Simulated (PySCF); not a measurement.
## Bond curve of NaSe

Set-up: basis Na pcseg-1, Se pcseg-1; no relativity; PySCF 2.14. Energies in eV from Na + Se in their ground configurations at the same level. State: ²Π (doublet), unpaired electrons π ↑.

All columns are PBE0. A positive dipole means Na(−)Se(+).

```tsv
R (Å)	E (eV)	μ (D)	Mulliken charge on Na (basis-dependent)	HOMO (eV)	LUMO (eV)	Mayer bond order	⟨S²⟩
2.248	-1.843	-7.22	0.71	-5.08	-2.76	0.54	0.75
2.353	-2.119	-7.53	0.68	-4.97	-2.65	0.58	0.75
2.457	-2.269	-7.84	0.66	-4.86	-2.54	0.62	0.75
2.536	-2.322	-8.07	0.64	-4.78	-2.46	0.64	0.75
2.614	-2.336	-8.30	0.63	-4.71	-2.39	0.66	0.75
2.692	-2.322	-8.53	0.61	-4.64	-2.31	0.67	0.75
2.797	-2.268	-8.83	0.60	-4.56	-2.23	0.69	0.76
2.928	-2.163	-9.20	0.59	-4.46	-2.12	0.70	0.76
3.084	-2.004	-9.63	0.58	-4.36	-2.01	0.71	0.76
3.294	-1.765	-10.15	0.56	-4.26	-2.18	0.71	0.77
```

A fit through these points gives, at Re = 2.610 Å, μ = -8.29 D and dμ/dR = -2.94 D/Å; the reduced mass is 17.85 u.

How strong is the fundamental in the double-harmonic approximation, I = 42.26·(dμ/dR)²/μred km/mol?

I = 42.26·(-2.94)²/17.85 = 20.5 km/mol at PBE0.

Spin–orbit coupling is left out. The state was picked by a PBE0 search and need not be the measured ground state.
